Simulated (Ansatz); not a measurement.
Basis-set extrapolation for C₂H₁₀N₂Si, SMILES `CN(C)N[SiH3]` (PBE0-D4/def2-TZVP geometry, frozen core, the Gaussian-basis code of Ansatz). Multiplicity 1, RHF reference.

```json
{"": "HF", "def2-TZVPP": "-479.436400", "def2-QZVPP": "-479.455100"}
{"": "MP2 correlation", "def2-TZVPP": "-0.907305", "def2-QZVPP": "-0.968851"}
{"": "CCSD(T) correlation", "def2-TZVPP": "-1.000480", "def2-QZVPP": "not run"}
```

Energies in hartree. Use E(X) = E(∞) + A·exp(−7.88·√X) for Hartree–Fock and E(X) = E(∞) + B·X^(−2.97) for correlation, with X = 3 and 4, and add CCSD(T) minus MP2 of the smaller set to the MP2 limit.

Problem. What is the CCSD(T) energy at the basis-set limit?

Solution. HF limit: -479.455100 + (-0.018700) × 0.13774 = -479.45768. MP2 limit: -0.968851 + (-0.061546) × 0.74074 = -1.01444. Higher-order term: -1.000480 − (-0.907305) = -0.09318. Total: -480.56530 hartree, 3.49 eV below CCSD(T)/def2-TZVPP.
